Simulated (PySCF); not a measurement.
C6H10Si.
Bonds: C1–C2 (double), C2–Si3, Si3–C4, C4–C5 (double), Si3–C6, C6–C7 (double). Hydrogens: H8, H9 on C1; H10 on C2; H11 on Si3; H12 on C4; H13, H14 on C5; H15 on C6; H16, H17 on C7.

The same species was optimised twice, with GFN2-xTB and with PBE0-D3(BJ)/def2-SVP (PySCF), and the same property calculations (PySCF, gas phase) were run on both structures.

```
      coordinate  GFN2-xTB  PBE0-D3(BJ)/def2-SVP  change
       C4=C5 (Å)     1.323                 1.338  +0.015
       C6=C7 (Å)     1.324                 1.338  +0.014
       C1=C2 (Å)     1.324                 1.338  +0.014
      C2–Si3 (Å)     1.888                 1.874  -0.014
      Si3–C6 (Å)     1.888                 1.874  -0.014
      Si3–C4 (Å)     1.888                 1.874  -0.014
   Si3–C4–C5 (°)     125.2                 123.5    -1.7
   Si3–C6–C7 (°)     124.8                 123.4    -1.4
   C1–C2–Si3 (°)     124.5                 123.3    -1.2
   C2–Si3–C6 (°)     109.0                 109.9    +0.9
   C4–Si3–C6 (°)     109.2                 110.0    +0.8
   C2–Si3–C4 (°)     110.5                 110.1    -0.4
C1–C2–Si3–C4 (°)       107                   106      -1
C2–Si3–C4–C5 (°)       -10                   -13      -3
C2–Si3–C6–C7 (°)       109                   107      -2
```

Rotational constants: A = 2040, B = 2013, C = 1293 MHz (GFN2-xTB) against A = 2048, B = 2037, C = 1321 MHz (PBE0-D3(BJ)/def2-SVP).

On the GFN2-xTB structure: isotropic polarisability (au) 97.4 [PBE0/def2-SVPD]; HOMO (eV) -7.82 [PBE0/def2-SVPD]; LUMO (eV) -0.36 [PBE0/def2-SVPD]; dipole (D) 0.65 [PBE0/def2-SVPD]; HOMO (eV) -7.81 [PBE0/pcSseg-1]; LUMO (eV) -0.29 [PBE0/pcSseg-1]; dipole (D) 0.72 [PBE0/pcSseg-1]; GIAO shielding of C1/C5/C7 (mean) (ppm) 41.4 [PBE0/pcSseg-1]; GIAO shielding of C2/C4/C6 (mean) (ppm) 46.4 [PBE0/pcSseg-1]; GIAO shielding of Si3 (ppm) 384.7 [PBE0/pcSseg-1].

Task: What do these properties become on the PBE0-D3(BJ)/def2-SVP structure?

Result: 
| property | level | on GFN2-xTB | on PBE0-D3(BJ)/def2-SVP | change |
| --- | --- | --- | --- | --- |
| isotropic polarisability (au) | PBE0/def2-SVPD | 97.4 | 98.8 | +1.4 |
| HOMO (eV) | PBE0/def2-SVPD | -7.82 | -7.75 | +0.07 |
| LUMO (eV) | PBE0/def2-SVPD | -0.36 | -0.44 | -0.08 |
| dipole (D) | PBE0/def2-SVPD | 0.65 | 0.78 | +0.13 |
| energy, GFN2-xTB geometry as zero (kcal/mol) | PBE0/def2-SVPD | 0.0 | -1.6 | -1.6 |
| HOMO (eV) | PBE0/pcSseg-1 | -7.81 | -7.74 | +0.07 |
| LUMO (eV) | PBE0/pcSseg-1 | -0.29 | -0.37 | -0.08 |
| dipole (D) | PBE0/pcSseg-1 | 0.72 | 0.86 | +0.14 |
| energy, GFN2-xTB geometry as zero (kcal/mol) | PBE0/pcSseg-1 | 0.0 | -0.8 | -0.8 |
| GIAO shielding of C1/C5/C7 (mean) (ppm) | PBE0/pcSseg-1 | 41.4 | 36.6 | -4.8 |
| GIAO shielding of C2/C4/C6 (mean) (ppm) | PBE0/pcSseg-1 | 46.4 | 43.4 | -3.0 |
| GIAO shielding of Si3 (ppm) | PBE0/pcSseg-1 | 384.7 | 385.5 | +0.8 |

The heavy atoms differ by 0.032 Å rms after alignment. Among bonds between heavy atoms C1=C2, C2–Si3, Si3–C4, Si3–C6, C4=C5 and C6=C7 change most and about equally (-0.014 to +0.015 Å). Changes are differences of the printed values. Neither structure is proved a minimum here.

Conformer computed: `[CH2:1]=[CH:2][SiH:3]([CH:4]=[CH2:5])[CH:6]=[CH2:7]`: C1–C2–Si3–C4 106°, C2–Si3–C4–C5 -13°, C2–Si3–C6–C7 107°.
